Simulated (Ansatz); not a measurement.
Job for Ansatz (a program for electronic structure): R-B3LYP/def2-TZVPPD on C4H12 (a complex), monomers drawn apart or pushed together. Files ending in .json are basis or fitting sets from the Basis Set Exchange.

Ansatz 0.2 input:
```yaml
crystal:
  periodic: [false, false, false]
  atoms:
    - {symbol: C, position_ang: [0.01762363, 0.15924781, 0.17468270]}
    - {symbol: H, position_ang: [0.11246673, 0.26709414, -0.90488551]}
    - {symbol: H, position_ang: [-0.89601535, -0.38639794, 0.40612942]}
    - {symbol: H, position_ang: [0.87463858, -0.38907786, 0.56258783]}
    - {symbol: H, position_ang: [-0.02230556, 1.14428219, 0.63701222]}
    - {symbol: C, position_ang: [0.41518710, -1.32453125, 4.30663905]}
    - {symbol: C, position_ang: [0.48452463, 0.19445607, 4.43843821]}
    - {symbol: C, position_ang: [-0.89339300, 0.85071201, 4.42708481]}
    - {symbol: H, position_ang: [1.40998450, -1.77425896, 4.31338204]}
    - {symbol: H, position_ang: [-0.15484723, -1.76363368, 5.12926804]}
    - {symbol: H, position_ang: [-0.07559068, -1.61410091, 3.37457409]}
    - {symbol: H, position_ang: [1.08841692, 0.60294110, 3.62333363]}
    - {symbol: H, position_ang: [1.00539205, 0.45649653, 5.36423238]}
    - {symbol: H, position_ang: [-0.82222821, 1.93618882, 4.51982454]}
    - {symbol: H, position_ang: [-1.42417990, 0.62930829, 3.49828029]}
    - {symbol: H, position_ang: [-1.50842357, 0.48507462, 5.25323407]}
basis:
  gaussian:
    orbitals: def2-TZVPPD.json
hamiltonian:
  xc: {name: B3LYP}
scf: {lower_state_search: off}
```

Q: Predict the final total energy.

A: -159.7343 hartree.

Q: How many basis functions does it have, and what does it roughly cost on one machine?

A: 352 functions; about 6 core-seconds (a rough figure).
